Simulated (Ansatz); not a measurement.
Geometry optimisation, Ansatz, DFT LDA, scalar-relativistic, plane waves, PAW.

The input (input.yaml):

```yaml
crystal:
  lattice:
    - [8.025957, 0.0, 0.0]
    - [0.0, 8.025957, 0.0]
    - [0.0, 0.0, 8.025957]
  atoms:
    - { symbol: C, position: [0.5870676, 0.5915512, 0.3235798] }
    - { symbol: C, position: [0.5016476, 0.7380897, 0.2381073] }
    - { symbol: H, position: [0.6956798, 0.5498164, 0.2528532] }
    - { symbol: H, position: [0.6294845, 0.6253347, 0.4484803] }
    - { symbol: H, position: [0.5024427, 0.4855856, 0.335851] }
    - { symbol: H, position: [0.3930354, 0.7798245, 0.3088338] }
    - { symbol: H, position: [0.5862725, 0.8440553, 0.2258361] }
    - { symbol: H, position: [0.4592307, 0.7043062, 0.1132067] }
    - { symbol: O, position: [0.0290791, 0.4632278, 0.432276] }
    - { symbol: C, position: [0.0046665, 0.3038433, 0.4803781] }
    - { symbol: O, position: [0.0052054, 0.2551955, 0.623392] }
    - { symbol: H, position: [0.0464611, 0.5271613, 0.5348749] }
    - { symbol: H, position: [-0.0156217, 0.2257651, 0.3701663] }
    - { symbol: O, position: [0.4876806, 0.4533408, 0.6898773] }
    - { symbol: C, position: [0.4735448, 0.5638643, 0.8159643] }
    - { symbol: O, position: [0.3863582, 0.6872116, 0.8140181] }
    - { symbol: H, position: [0.4146362, 0.4941242, 0.6008976] }
    - { symbol: H, position: [0.5530076, 0.5245924, 0.9198771] }
    - { symbol: O, position: [0.9676137, 0.5440721, 0.0736585] }
    - { symbol: C, position: [0.8520642, 0.4246512, 0.0471987] }
    - { symbol: O, position: [0.7940752, 0.3347135, 0.1538212] }
    - { symbol: H, position: [0.9923831, 0.5411709, 0.1932169] }
    - { symbol: H, position: [0.8191439, 0.4219065, -0.0853275] }
    - { symbol: O, position: [0.1861884, 0.8282798, 0.1070722] }
    - { symbol: C, position: [0.146673, 0.9764421, 0.1763517] }
    - { symbol: O, position: [0.2305906, 1.1017256, 0.1673097] }
    - { symbol: H, position: [0.2932028, 0.8448922, 0.0506089] }
    - { symbol: H, position: [0.0272654, 0.9655659, 0.2417582] }
    - { symbol: O, position: [0.4830545, 0.1905568, 1.028014] }
    - { symbol: C, position: [0.4514369, 0.0776425, 0.9073331] }
    - { symbol: O, position: [0.5446394, -0.0338594, 0.8660962] }
    - { symbol: H, position: [0.5934303, 0.1626767, 1.0722412] }
    - { symbol: H, position: [0.3287324, 0.1026347, 0.8528037] }
    - { symbol: O, position: [0.9542569, 0.8787511, 0.7969814] }
    - { symbol: C, position: [0.992334, 1.0321372, 0.8547397] }
    - { symbol: O, position: [0.8916351, 1.1369797, 0.8958205] }
    - { symbol: H, position: [0.8322969, 0.8723381, 0.7960881] }
    - { symbol: H, position: [1.1280726, 1.0467901, 0.8585874] }
basis:
  ecutwfc: 420.0
kpoints:
  mp_grid: { grid: [1, 1, 1] }
hamiltonian:
  xc: lda
scf:
  occupations: { method: fermi_dirac, width: 0.05 }
  lower_state_search: "off"
relax:
  f_tol: 0.3
  max_steps: 15
  adjacent_minimum: "off"
output:
  write_density: true
  write_potential: true
  elf: true
  volumetric_format: npy
```

Launched with:

```bash
$ ansatz run input.yaml --threads 1 --pin off --max-ram 3072MiB --backend cpu --events-out ev --progress --plain --runs-dir out
```

Question: Where does it end, and by what steps?

Answer: The run ended unconverged. Limits of this set-up: coarse k mesh. After 14 steps the energy has fallen by 2.370 eV; H18 moved furthest, 1.77 Å.

```csv
step,energy less start (eV),largest force component (eV/Å),accepted
0,0.0000,1.416,yes
1,-0.6646,0.924,yes
2,-0.9770,0.955,yes
3,-1.2892,0.711,yes
4,-1.5416,0.687,yes
5,-1.7387,0.631,yes
6,-1.8633,0.463,yes
7,-1.9447,0.431,yes
8,-2.0156,0.390,yes
9,-2.0929,0.342,yes
10,-2.1685,0.311,yes
11,-2.2334,0.437,yes
12,-2.2858,0.495,yes
13,-2.3249,0.740,yes
14,-2.3702,0.720,yes
```

```xyz
38
Lattice="8.0260 0.0000 0.0000 0.0000 8.0260 0.0000 0.0000 0.0000 8.0260" Properties=species:S:1:pos:R:3
C 4.521 5.118 3.103
C 4.330 6.315 2.197
H 5.088 4.302 2.612
H 5.094 5.394 4.009
H 3.549 4.675 3.401
H 3.735 7.115 2.673
H 5.295 6.765 1.896
H 3.809 6.053 1.262
O 0.824 3.567 2.856
C 1.088 2.335 3.383
O 0.824 2.060 4.526
H 0.355 4.093 3.544
H 1.556 1.656 2.619
O 3.637 4.243 5.992
C 2.865 4.618 6.985
O 2.363 5.725 7.065
H 3.764 4.971 5.337
H 2.751 3.794 7.724
O 8.347 3.479 0.246
C 7.167 2.958 0.019
O 6.335 2.703 0.898
H 8.467 3.620 1.238
H 6.986 2.775 -1.054
O 0.714 6.336 0.905
C 0.858 7.495 1.486
O 1.841 8.205 1.443
H 1.468 6.118 0.231
H -0.025 7.732 2.135
O 4.041 2.027 8.092
C 3.770 0.879 7.548
O 4.570 -0.032 7.371
H 5.027 2.159 8.414
H 2.702 0.808 7.235
O 6.598 7.238 6.012
C 7.764 7.791 6.296
O 7.966 8.634 7.155
H 5.872 7.624 6.622
H 8.577 7.366 5.667
```

Time of the run: 55 s on 1 thread of Arm Neoverse V1, with other jobs on the host, peak memory 0.43 GiB.
